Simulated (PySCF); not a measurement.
Vertical excitations of a molecule CH7AlO2Si from TDDFT-PBE/def2-SVPD in PySCF, as energy in eV (oscillator strength): 5.59 (0.003), 5.65 (0.002), 5.72 (0.000), 6.05 (0.112), 6.22 (0.004), 6.25 (0.003), 6.33 (0.009), 6.50 (0.037), 6.80 (0.002), 6.85 (0.003). Lowest triplet (TDA): 5.38 eV. The structure is a stationary point at B3LYP-D3(BJ)/def2-SVP. Other conformers were not sampled.

Task: Identify the compound among the candidates.
A) [OH][Al]([OH])[CH2][SiH3]
B) [CH3][Al]([OH])[O][SiH3]
C) C[O][AlH][O][SiH3]
D) C[SiH2][Al]([OH])[OH]

Result: C, C[O][AlH][O][SiH3]
